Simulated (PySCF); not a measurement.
C2H7S, SMILES CC[SH2+], charge +1.

The structure is a stationary point at r2SCAN-D4/def2-SVP. The isomer is the one that the SMILES or the coordinates give; other isomers of the formula were not compared.

Two levels are set side by side: PBE/def2-TZVPD (PySCF) and PBE0/def2-TZVPD (PySCF). Same geometry, gas phase. Differences are taken from unrounded values.

```csv
quantity,PBE
orbital gap (eV),6.73
highest occupied level (eV),-13.90
lowest empty level (eV),-7.17
mean polarisability (bohr³),43.7
```

Q: These are the PBE values. What does PBE0 give? (Estimate from the structure and the level; the computed values follow.)

A: 
| quantity | PBE0 | PBE minus PBE0 |
|---|---|---|
| orbital gap (eV) | 9.13 | -2.40 |
| highest occupied level (eV) | -15.25 | 1.35 |
| lowest empty level (eV) | -6.12 | -1.05 |
| mean polarisability (bohr³) | 42.6 | 1.1 |

Without exact exchange PBE keeps part of each electron's self-repulsion, which lifts occupied levels and narrows the gap. Differences between two approximate levels are no errors against the true value.

Rough cost on one machine, each run with all the roots and properties that it gave: PBE0 against PBE within a factor of 2.
